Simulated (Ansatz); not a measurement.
Reaction (redistribution): `[CH3][Ge]([CH3])([F])[Cl]` + `C[Se][InH2]` → `C[Se][Ge]([CH3])([F])[Cl]` + `[CH3][InH2]`

Calculated with Ansatz (gas phase, PBE0-D4/def2-TZVP geometries, no zero-point term in ΔE). CCSD(T)/CBS is the MP2 limit (def2-TZVPP, def2-QZVPP) plus CCSD(T) − MP2 in def2-TZVPP, frozen cores. Functionals use def2-TZVPP. B3LYP here is the variant with VWN-RPA as its local correlation; programs differ in this. def2 core potentials past Kr. For Ge, In, Se outer-core shells are correlated without core-valence functions, which leaves a few kJ/mol of doubt a bond. Scalar relativity is left out up to krypton. One conformer a species, not always the lowest.

```json
{"species": "`[CH3][Ge]([CH3])([F])[Cl]`", "B3LYP-D4 energy (Eh)": "-2717.15417"}
{"species": "`C[Se][InH2]`", "B3LYP-D4 energy (Eh)": "-2632.94823"}
{"species": "`C[Se][Ge]([CH3])([F])[Cl]`", "B3LYP-D4 energy (Eh)": "-5118.76421"}
{"species": "`[CH3][InH2]`", "B3LYP-D4 energy (Eh)": "-231.30999"}
```

Work out ΔE.

ΔE = (-5118.76421) + (-231.30999) − (-2717.15417) − (-2632.94823) = 0.02820 Eh = +74.0 kJ/mol. CCSD(T)/CBS gives +80.7 kJ/mol.

Largest T1 diagnostic among the species: 0.013.

From PBE to PBE0 (25 % exact exchange), in def2-TZVPP and without D4, ΔE moves by +3.1 kJ/mol. The D4 term adds −5.7 kJ/mol with B3LYP and −3.2 kJ/mol with PBE0; it sums over pairs of atoms, weighted by their polarisabilities, and B3LYP, whose exchange is more repulsive, gets the larger term. In def2-TZVPP, CCSD(T) changes the Hartree–Fock value by −12.5 kJ/mol (the triples alone add −1.8 kJ/mol) and MP2 by −14.0 kJ/mol.
